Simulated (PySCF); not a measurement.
C$_{2}$H$_{9}$AlOSi, charge +1, doublet, geometry from GFN2-xTB (such geometries of metal compounds can be far from the true shape) (a state made from the parent by changing its charge; the spin is typed, not shown lowest); TPSS/STO-3G (PySCF).

Here is a job for PySCF.
```python
from pyscf import gto, scf, dft

mol = gto.Mole()
mol.atom = '''
    Al    0.15608125    0.78297914    0.50959140
    C     1.72225778    1.94360939   -0.00688629
    H     2.63869612    1.35433179    0.07350601
    H     1.75317135    2.79994928    0.66857364
    H     1.59055878    2.27057012   -1.04102970
    C    -1.09915289    1.15398119    2.04409078
    H    -1.06884439    0.30849865    2.73527562
    H    -2.11174577    1.26410523    1.64900643
    H    -0.77579098    2.07061717    2.53961752
    O    -0.12173665   -0.58650137   -0.39180665
    Si   -0.38442822   -1.95810654   -1.27584430
    H    -1.83006116   -2.20128165   -1.12004486
    H     0.48693372   -2.97300584   -0.69668373
    H    -0.09471506   -1.55255454   -2.65986251
'''
mol.basis = 'sto-3g'
mol.charge = 1
mol.spin = 1
mol.verbose = 4
mol.build()

mf = dft.UKS(mol)
mf.xc = 'tpss'
mf.grids.level = 2
mf.kernel()
```

What the program printed (banner, timings and long lists left out):

```
PySCF version 2.14.0

[INPUT] verbose = 4
[INPUT] num. atoms = 14
[INPUT] num. electrons = 55
[INPUT] charge = 1
[INPUT] spin (= nelec alpha-beta = 2S) = 1
[INPUT] symmetry False subgroup None
[INPUT] Mole.unit = angstrom
[INPUT] Symbol           X                Y                Z      unit          X                Y                Z       unit  Magmom
[INPUT]  1 Al     0.156081250000   0.782979140000   0.509591400000 AA    0.294950815680   1.479616135847   0.962988181434 Bohr   0.0
[INPUT]  2 C      1.722257780000   1.943609390000  -0.006886290000 AA    3.254595520101   3.672889440233  -0.013013202114 Bohr   0.0
[INPUT]  3 H      2.638696120000   1.354331790000   0.073506010000 AA    4.986412992752   2.559316164892   0.138906227410 Bohr   0.0
[INPUT]  4 H      1.753171350000   2.799949280000   0.668573640000 AA    3.313013700934   5.291137301873   1.263421073704 Bohr   0.0
[INPUT]  5 H      1.590558780000   2.270570120000  -1.041029700000 AA    3.005720479222   4.290755673421  -1.967261020538 Bohr   0.0
[INPUT]  6 C     -1.099152890000   1.153981190000   2.044090780000 AA   -2.077097931124   2.180708402000   3.862771747949 Bohr   0.0
[INPUT]  7 H     -1.068844390000   0.308498650000   2.735275620000 AA   -2.019823166878   0.582977958298   5.168921797000 Bohr   0.0
[INPUT]  8 H     -2.111745770000   1.264105230000   1.649006430000 AA   -3.990621150009   2.388812677330   3.116170530347 Bohr   0.0
[INPUT]  9 H     -0.775790980000   2.070617170000   2.539617520000 AA   -1.466032482108   3.912899360122   4.799181573947 Bohr   0.0
[INPUT] 10 O     -0.121736650000  -0.586501370000  -0.391806650000 AA   -0.230048927822  -1.108326960982  -0.740407262283 Bohr   0.0
[INPUT] 11 Si    -0.384428220000  -1.958106540000  -1.275844300000 AA   -0.726464050354  -3.700285083320  -2.410996304587 Bohr   0.0
[INPUT] 12 H     -1.830061160000  -2.201281650000  -1.120044860000 AA   -3.458314383604  -4.159819441531  -2.116578032627 Bohr   0.0
[INPUT] 13 H      0.486933720000  -2.973005840000  -0.696683730000 AA    0.920171371616  -5.618166804332  -1.316541445140 Bohr   0.0
[INPUT] 14 H     -0.094715060000  -1.552554540000  -2.659862510000 AA   -0.178985523272  -2.933902874050  -5.026411672898 Bohr   0.0

nuclear repulsion = 268.49079798632
number of shells = 28
number of NR pGTOs = 126
number of NR cGTOs = 42
basis = sto-3g
ecp = {}

******** <class 'pyscf.dft.uks.UKS'> ********
method = UKS
initial guess = minao
damping factor = 0
level_shift factor = 0
DIIS = <class 'pyscf.scf.diis.CDIIS'>
diis_start_cycle = 1
diis_space = 8
diis_damp = 0
SCF conv_tol = 1e-09
SCF conv_tol_grad = None
SCF max_cycles = 50
direct_scf = True
direct_scf_tol = 1e-13
number electrons alpha = 28  beta = 27
XC library pyscf.dft.libxc version 7.1.2
    S. Lehtola, C. Steigemann, M. J. T. Oliveira, and M. A. L. Marques,  SoftwareX 7, 1–5 (2018)
XC functionals = tpss
    J. Tao, J. P. Perdew, V. N. Staroverov, and G. E. Scuseria,  Phys. Rev. Lett. 91, 146401 (2003)
    J. P. Perdew, J. Tao, V. N. Staroverov, and G. E. Scuseria,  J. Chem. Phys. 120, 6898 (2004)
    J. Tao, J. P. Perdew, V. N. Staroverov, and G. E. Scuseria,  Phys. Rev. Lett. 91, 146401 (2003)
    J. P. Perdew, J. Tao, V. N. Staroverov, and G. E. Scuseria,  J. Chem. Phys. 120, 6898 (2004)
radial grids:
    Treutler-Ahlrichs [JCP 102, 346 (1995); DOI:10.1063/1.469408] (M4) radial grids

becke partition: Becke, JCP 88, 2547 (1988); DOI:10.1063/1.454033
pruning grids: <function nwchem_prune>
grids dens level: 2
symmetrized grids: False
atomic radii adjust function: <function treutler_atomic_radii_adjust>
small_rho_cutoff = 0
Set gradient conv threshold to 3.16228e-05
tot grids = 105792
init E= -680.27152742482

cycle= 1 E= -680.1848362264  delta_E= 0.0867  |g|= 0.54  |ddm|= 3.01
cycle= 2 E= -675.712630158271  delta_E= 4.47  |g|= 2.27  |ddm|= 3.77
cycle= 3 E= -680.439586589397  delta_E= -4.73  |g|= 0.169  |ddm|=  3.4
cycle= 4 E= -680.414904568117  delta_E= 0.0247  |g|= 0.231  |ddm|= 0.523
cycle= 5 E= -680.444623227167  delta_E= -0.0297  |g|= 0.131  |ddm|= 0.186
cycle= 6 E= -680.453950584646  delta_E= -0.00933  |g|= 0.0763  |ddm|= 0.0992
cycle= 7 E= -680.458691527766  delta_E= -0.00474  |g|= 0.00549  |ddm|= 0.126
cycle= 8 E= -680.458710088655  delta_E= -1.86e-05  |g|= 0.00278  |ddm|= 0.00694
cycle= 9 E= -680.458716347505  delta_E= -6.26e-06  |g|= 0.00036  |ddm|= 0.00494
cycle= 10 E= -680.458716440431  delta_E= -9.29e-08  |g|= 0.00017  |ddm|= 0.000933
cycle= 11 E= -680.458716466639  delta_E= -2.62e-08  |g|= 3.83e-05  |ddm|= 0.000388
cycle= 12 E= -680.458716468166  delta_E= -1.53e-09  |g|= 1.85e-05  |ddm|= 0.00014
cycle= 13 E= -680.458716468505  delta_E= -3.39e-10  |g|= 1.3e-05  |ddm|= 7.8e-05
Extra cycle  E= -680.458716464543  delta_E= 3.96e-09  |g|= 7.03e-05  |ddm|= 0.000149
converged SCF energy = -680.458716464543  <S^2> = 0.75369023  2S+1 = 2.0036868
```
